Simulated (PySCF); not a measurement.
Ligands exchanged one at a time, Ga CH3-OH. Isolated molecules, 0 K electronic values unless said otherwise. One relaxed conformer stands for each flexible species; it need not be the lowest. Strings in code marks are SMILES.

The S1–T1 gap (TDA) from two functionals at the same geometries (M06-2X/def2-TZVP), both in PySCF: PBE-D3(BJ)/def2-TZVP and B3LYP-D3(BJ)/def2-TZVP. B3LYP has the VWN-RPA correlation part, as in Gaussian. Excitations are Tamm–Dancoff values on a coarser integration grid. The basis has no diffuse functions, so Rydberg states are missing or too high.

```tsv
species	PBE-D3(BJ)/def2-TZVP (eV)	B3LYP-D3(BJ)/def2-TZVP (eV)
0 of 3 CH3 replaced by OH (`[CH3][Ga]([CH3])[CH3]`)	0.29	0.29
1 of 3 CH3 replaced by OH (`[CH3][Ga]([OH])[CH3]` (C–Ga–O–H torsion 180°))	0.27	0.28
2 of 3 CH3 replaced by OH (`[CH3][Ga]([OH])[OH]` (O–Ga–O–H torsion 180°, O–Ga–O–H torsion 0°))	0.27	0.35
3 of 3 CH3 replaced by OH (`[OH][Ga]([OH])[OH]`)	0.31	0.38
```

Over these rows, drawn at random from the members with no instability flagged (it was tested for open shells, ions and some series alone), PBE minus B3LYP-D3(BJ): mean -0.04 eV, from -0.08 eV to 0.00 eV.
